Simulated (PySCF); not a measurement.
# Ionisation energy of Zr by level of theory

Zr [Kr] 4d2 5s2 (3F) → Zr⁺ [Kr] 4d2 5s1 (4F), as a difference of total energies. Calculation: PySCF 2.14, in def2-SVP with the def2 core potential (28 electrons) (5s3p2d1f, 31 functions); scalar relativity through the core potential. Correlated levels: valence: 4s2 4p6 frozen. The calculations carry no spin-orbit coupling.

```csv
method,ionisation energy (eV)
UHF,5.193
r2SCAN,6.137
PBE,6.447
MP2 (valence),5.911
SCS-MP2 (valence),6.057
```

Errors of the correlated levels include the incompleteness of this basis and the frozen core.

MP2 underrates the near-degeneracy of ns² with np² in the lower species.

**Question.** Which method comes closest to the reference value, and which is furthest?

**Answer.** The reference is 6.639 eV (measured; NIST levels, between the centres of gravity of the two terms). Closest: PBE (error -0.192 eV); furthest: UHF (error -1.446 eV).
